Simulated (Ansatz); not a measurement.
CH7ClOSi2 can be A, `OC([SiH3])[SiH2]Cl`, or B, `CO[SiH]([SiH3])Cl`.

Isolated molecules relaxed with PBE0-D4/def2-TZVP in Ansatz; ΔE leaves out vibrations. CCSD(T)/CBS adds triple-zeta CCSD(T) − MP2 to the extrapolated MP2 energy (def2 sets, frozen cores). Functionals use def2-TZVPP. B3LYP here is the variant with VWN-RPA as its local correlation; programs differ in this. One conformer a species, not always the lowest.

**Question.** Which is lower in electronic energy at CCSD(T)/CBS, and by how much? (Best estimate.)

**Answer.** Ansatz gave: B, by 28.8 kcal/mol.

**Question.** Give E(B) − E(A) in kcal/mol with PBE0-D4, ωB97M-V, LDA (SPW92), PBE-D4, B3LYP, CCSD(T)/def2-SVP, B3LYP-D4. (Estimate.)

**Answer.** Computed: PBE0-D4 -28.9, ωB97M-V -27.4, LDA (SPW92) -27.0, PBE-D4 -28.2, B3LYP -30.6, CCSD(T)/def2-SVP -27.4, B3LYP-D4 -29.9. None reverses the order clearly.

**Question.** Does the order hold for the free energy at 298.15 K (harmonic terms from PBE0-D4)? (Best estimate.)

**Answer.** Ansatz gave: Yes: G(B) − G(A) = -27.8 kcal/mol, for one conformer each. Modes under 60 cm⁻¹, often nearly free rotors, make the harmonic entropy too high.

Largest T1 diagnostic: 0.012.

Leaving LDA and LC-ωPBE aside and taking each functional with its dispersion term where it has one, the values, not all of them listed here, spread over 3.8 kcal/mol, from B97M-V to ωB97M-V. LDA lies +1.6 kcal/mol from PBE without D4. At CCSD(T), def2-SVP lies +1.4 kcal/mol from the extrapolated value and def2-TZVPP −0.1 kcal/mol.
